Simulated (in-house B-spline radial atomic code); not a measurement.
Successive ionisation energies of tantalum; each step leads to the configuration of the next row (after the last: [Ne] 3s2 3p1). Dirac energy differences include first-order Breit, QED and recoil terms. NIST's values go from ground level to ground level; the uncertainty of those that are theory runs from under 0.1 % in few-electron ions to several per cent in heavy many-electron ones. Computed with a radial B-spline atomic code at the basis-set limit: Dirac-Hartree-Fock, average of the configuration, finite nuclei.

| ion | configuration | ionisation energy (eV) | tabulated value (eV) | tabulated kind | computed minus tabulated (eV) | highest orbital | largest mean radius (bohr) |
| --- | --- | --- | --- | --- | --- | --- | --- |
| Ta51+ | [Ar] 3d4 | 4702.7 | 4745 | tabulated theory | -42 | 3d5/2 | 0.19588 |
| Ta52+ | [Ar] 3d3 | 4838.7 | 4877 | tabulated theory | -38 | 3d5/2 | 0.19474 |
| Ta53+ | [Ar] 3d2 | 4976.2 | 5024 | tabulated theory | -48 | 3d5/2 | 0.19361 |
| Ta54+ | [Ar] 3d1 | 5115.3 | 5159 | tabulated theory | -44 | 3d5/2 | 0.19248 |
| Ta55+ | [Ne] 3s2 3p6 | 5645.8 | 5537 | tabulated theory | 109 | 3p3/2 | 0.19137 |
| Ta56+ | [Ne] 3s2 3p5 | 5769.5 | 5655 | tabulated theory | 115 | 3p3/2 | 0.19032 |
| Ta57+ | [Ne] 3s2 3p4 | 5894.2 | 5785 | tabulated theory | 109 | 3p3/2 | 0.18935 |
| Ta58+ | [Ne] 3s2 3p3 | 6019.8 | 5907 | tabulated theory | 113 | 3p3/2 | 0.18841 |
| Ta59+ | [Ne] 3s2 3p2 | 6146.4 | 6364 | tabulated theory | -218 | 3p3/2 | 0.1877 |

Where a p, d or f electron is removed, the computed value is a mean over both j, so it misses the tabulated one by a part of the spin-orbit splitting; averaging over terms and missing correlation add to the gap, relatively most at low charge.
